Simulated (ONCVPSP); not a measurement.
**Building the ONCV potential for nickel (PBEsol, fully relativistic).**

```
Element                 : nickel
Generator               : ONCVPSP 4.0.1
Type                    : optimised norm-conserving Vanderbilt (ONCV)
Functional              : PBEsol
Relativity              : fully relativistic
Frozen core             : [Ne]
Valence charge          : 18
Reference configuration : 3s2 3p6 3d8 4s2
Partial waves           : 3s+4s: rc 1.20 bohr, ncon 5, nbas 8, qcut 9.7 1/bohr, 3 projectors, debl 1.2 Ha; 3p: rc 0.80 bohr, ncon 4, nbas 7, qcut 11.5 1/bohr, 2 projectors, debl 3.2 Ha; 3d: rc 1.45 bohr, ncon 3, nbas 8, qcut 8.7 1/bohr, 2 projectors, debl 3 Ha
Local potential         : polynomial inside 0.75 bohr (lpopt 3, dvloc0 0 Ha)
Core correction         : Teter function fitted to the true core (icmod 2), fcfact 0.4
```

Open shells are filled in proportion to 2j + 1.

All-electron outer shells of the reference configuration (PBEsol, scalar-relativistic, ld1.x):

```
shell  level (eV)  outermost node (bohr)  outermost maximum (bohr)
   2p     -844.17                      –                      0.16
   3s     -110.78                   0.30                      0.64
   3p      -71.25                   0.27                      0.65
   3d       -8.90                      –                      0.63
   4s       -5.66                   0.92                      2.24
```

Estimate the cutoffs (Ha) at which the residual kinetic energy of the hardest occupied pseudo-wave falls to 1 and 0.1 mHa per electron.

60 Ha and 194 Ha.

Does the potential have ghost states?

No bound ghost flagged; GHOST(+) flags only above 600 eV.

Which valence shell sets the plane-wave cutoff?

3p: 60 Ha for 1 mHa per electron, against 41 Ha for 3s.

Tests: 3s2 3p6 3d8 4s1; 3s2 3p6 3d8 4s0; 3s2 3p6 3d7 4s0; 3s2 3p6 3d8 4s0 4p1. Which has the largest error in its energy relative to the reference configuration, and how large is it?

3s2 3p6 3d7 4s0, with +42 meV (all-electron minus pseudo) on +64.04 eV.
